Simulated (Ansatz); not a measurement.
Program: Ansatz. Geometries: PBE0-D4/def2-TZVP. ΔE: electronic, gas phase. CBS: MP2 limit from def2 TZ/QZ plus the TZ coupled-cluster correction, frozen cores. DFT in def2-TZVPP. B3LYP here is the variant with VWN-RPA as its local correlation; programs differ in this. HSE06 is defined as in plane-wave codes. Each species was taken in one conformer, which may not be the lowest.

Consider the formal exchange of groups at a B–O bond: `BB(N)O` + `CC=N` → `BBN` + `N=CCO`.

```tsv
level	ΔE (kJ/mol)	difference from CCSD(T)/CBS
B3LYP-D4	175.3	-5.6
r2SCANh-D4	176.2	-4.7
r2SCAN0-D4	177.1	-3.8
HSE06-D4	171.4	-9.5
BHLYP-D4	178.8	-2.1
ωB97M-V	176.1	-4.8
B2PLYP	179.5	-1.4
PBE-QIDH	177.9	-3.0
revPBE	169.7	-11.2
PBE0	171.4	-9.5
r2SCANh	176.2	-4.7
r2SCAN0	177.1	-3.8
HF/def2-SVP	181.4	0.5
MP2/def2-TZVPP	184.8	3.9
SCS-MP2/def2-TZVPP	183.0	2.1
CCSD(T)/def2-TZVPP	180.2	-0.7
CCSD(T)/CBS	180.9	0
```

Problem. What do rigid-rotor, harmonic-oscillator terms from PBE0-D4/def2-TZVP frequencies (298.15 K, 1 bar) make of the CCSD(T)/CBS value? (Best estimate.)

Solution. The calculation gave: ΔZPE = -2.1 kJ/mol, ΔH = +177.4 kJ/mol, ΔS = -14 J/(mol·K), ΔG = +181.5 kJ/mol.

Largest T1 diagnostic among the species: 0.013.

Leaving LDA and LC-ωPBE aside and taking each functional with its dispersion term where it has one, the values, not all of them listed here, spread over 11.4 kJ/mol, from PBE-D4 to B2PLYP. LDA lies −6.1 kJ/mol from PBE without D4. From PBE to PBE0 (25 % exact exchange), in def2-TZVPP and without D4, ΔE moves by +3.1 kJ/mol.
